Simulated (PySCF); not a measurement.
C₂H₃AlClF. Atoms are numbered in the order given.

```xyz
8

Al     0.5188    -0.1589     0.0000
F      1.9592    -1.0115     0.0000
Cl    -1.2670    -1.2783     0.0000
C      0.4521     1.7713     0.0000
C     -0.7363     2.4167     0.0000
H      1.3740     2.3826     0.0000
H     -0.8112     3.5198     0.0000
H     -1.6969     1.8708     0.0000
```
Charge 0, spin multiplicity 1.

Geometry optimised at PBE-D3(BJ)/def2-SVP. The structure was generated by enumeration; whether it is a known compound was not checked. One conformer was computed; it need not be the lowest.

The numbers are results of PBE/pcSseg-1 in PySCF, not measurements.

GIAO shieldings, no solvent; atoms listed in one row are averaged. δ = σ(ref) − σ: ¹⁹F against CFCl3 (σ = 133.6 ppm); ³⁵Cl against HCl (σ = 936.5 ppm); ¹³C against TMS (σ = 182.0 ppm); ¹H against TMS (σ = 31.49 ppm), references at their B3LYP-D3(BJ)/def2-TZVP geometries, non-relativistic (without spin–orbit terms, shifts of atoms bonded to Cl or Br come out too high).

| nucleus | atoms | count | δ (ppm) |
|---|---|---|---|
| ¹⁹F | F2 | 1 | -155.6 |
| ³⁵Cl | Cl3 | 1 | -8.7 |
| ¹³C | C5 | 1 | 163.9 |
| ¹³C | C4 | 1 | 140.3 |
| ¹H | H7 | 1 | 7.52 |
| ¹H | H8 | 1 | 7.26 |
| ¹H | H6 | 1 | 6.57 |
